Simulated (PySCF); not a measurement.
Molfile (atoms numbered from 1):
```
C4H14Si4
     RDKit          3D

 22 22  0  0  0  0  0  0  0  0999 V2000
    2.9534    0.9084   -1.3901 C   0  0  0  0  0  0  0  0  0  0  0  0
    2.8378    0.2727   -0.2209 C   0  0  0  0  0  0  0  0  0  0  0  0
    1.9118   -0.8621    0.0618 C   0  0  0  0  0  0  0  0  0  0  0  0
    0.3949   -0.2725    1.0636 Si  0  0  2  0  0  4  0  0  0  0  0  0
   -1.2552   -1.9613    1.0799 Si  0  0  0  0  0  4  0  0  0  0  0  0
   -1.8772   -1.1595   -1.0530 Si  0  0  0  0  0  4  0  0  0  0  0  0
   -1.0479    0.9445   -0.3556 Si  0  0  1  0  0  4  0  0  0  0  0  0
   -2.3740    1.8677    0.6269 C   0  0  0  0  0  0  0  0  0  0  0  0
    2.3729    0.6026   -2.2673 H   0  0  0  0  0  0  0  0  0  0  0  0
    3.6310    1.7567   -1.5121 H   0  0  0  0  0  0  0  0  0  0  0  0
    3.4373    0.6250    0.6287 H   0  0  0  0  0  0  0  0  0  0  0  0
    2.4122   -1.6571    0.6399 H   0  0  0  0  0  0  0  0  0  0  0  0
    1.5403   -1.3155   -0.8724 H   0  0  0  0  0  0  0  0  0  0  0  0
    0.8348    0.3331    2.3615 H   0  0  0  0  0  0  0  0  0  0  0  0
   -0.8637   -3.3949    1.2557 H   0  0  0  0  0  0  0  0  0  0  0  0
   -2.3380   -1.6250    2.0610 H   0  0  0  0  0  0  0  0  0  0  0  0
   -0.9883   -1.7677   -2.0958 H   0  0  0  0  0  0  0  0  0  0  0  0
   -3.3031   -1.2882   -1.4884 H   0  0  0  0  0  0  0  0  0  0  0  0
   -0.4291    1.8255   -1.3957 H   0  0  0  0  0  0  0  0  0  0  0  0
   -3.1809    2.2187   -0.0341 H   0  0  0  0  0  0  0  0  0  0  0  0
   -2.8178    1.2101    1.3898 H   0  0  0  0  0  0  0  0  0  0  0  0
   -1.9388    2.7407    1.1384 H   0  0  0  0  0  0  0  0  0  0  0  0
  1  2  2  0
  2  3  1  0
  3  4  1  0
  4  5  1  0
  5  6  1  0
  6  7  1  0
  7  8  1  0
  7  4  1  0
  1  9  1  0
  1 10  1  0
  2 11  1  0
  3 12  1  0
  3 13  1  0
  4 14  1  1
  5 15  1  0
  5 16  1  0
  6 17  1  0
  6 18  1  0
  7 19  1  6
  8 20  1  0
  8 21  1  0
  8 22  1  0
M  END
```

Geometry: PBE0-D3(BJ)/def2-SVP; GIAO absolute shieldings from PySCF 2.14.0 with density-fitted response routines, gas phase, non-relativistic, averaged over equivalent atoms.

At mPW1PW91/pcSseg-1 (234 basis functions, 64 s wall time on 1 thread of an Arm Neoverse V1, shared host):
```
      atoms  σ (ppm)
         C2     39.1
         C1     62.0
         C3    164.0
         C8    192.2
        Si4    397.8
        Si7    405.3
        Si6    445.5
        Si5    448.7
        H11    25.34
         H9    26.11
        H10    26.12
        H19    26.91
        H14    26.98
        H18    27.41
        H15    27.45
        H17    27.46
        H16    27.49
        H12    29.33
        H13    29.73
H20/H21/H22    30.90
```

Task: Estimate the result of repeating the calculation with PBE0/pcSseg-1.

Result: 
| atoms | σ at PBE0/pcSseg-1 | change |
| --- | --- | --- |
| C2 | 39.9 | +0.8 |
| C1 | 62.8 | +0.8 |
| C3 | 164.6 | +0.6 |
| C8 | 193.2 | +1.0 |
| Si4 | 400.1 | +2.3 |
| Si7 | 407.6 | +2.3 |
| Si6 | 448.6 | +3.1 |
| Si5 | 451.9 | +3.2 |
| H11 | 25.27 | -0.07 |
| H9 | 26.04 | -0.07 |
| H10 | 26.06 | -0.06 |
| H19 | 26.81 | -0.10 |
| H14 | 26.89 | -0.09 |
| H18 | 27.32 | -0.09 |
| H15 | 27.36 | -0.09 |
| H17 | 27.37 | -0.09 |
| H16 | 27.40 | -0.09 |
| H12 | 29.25 | -0.08 |
| H13 | 29.67 | -0.06 |
| H20/H21/H22 | 30.85 | -0.05 |

The largest change is at Si5 (silicon bonded to 2 Si, 2 H, in a 4-membered ring). Cost: 234 basis functions, 63 s wall time on 1 thread of an Arm Neoverse V1, shared host. The order of the carbon signals is the same at both levels.
